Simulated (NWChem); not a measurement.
Species: C3H4F2; SMILES FC1(F)CC1

Computed with NWChem. The geometry was optimised at B3LYP/6-31G* (spherical d). Hybrids' shares of exact exchange are those that their runs print; pure functionals count as 0. The functionals differ in more than this share.

| row | share of exact exchange | highest occupied level (eV) |
|---|---|---|
| PBE/def2-SVP | 0.00 | -6.63 |
| BLYP/def2-SVP | 0.00 | -6.50 |
| B3LYP/def2-SVP | 0.20 | -8.01 |
| PBE0/def2-SVP | 0.25 | -8.30 |
| PW6B95/def2-SVP | 0.28 | withheld |

Question: Fit a straight line of the last column on the one before it, predict the withheld value, and compare with the run.

Answer: 
1. Means of the 4 shown rows: x = 0.113, y = -7.360. Slope Σ(x − x̄)(y − ȳ)/Σ(x − x̄)² = -0.3650/0.05188 = -7.036; intercept -6.568.
2. The shown rows scatter about the line by 0.051 (root mean square); the largest residual is +0.07, at BLYP/def2-SVP.
3. At x = 0.28 (PW6B95/def2-SVP; beyond the shown range) the line gives -8.54.
4. The run gives -8.43, +0.11 from the line, 2.2 times the scatter.
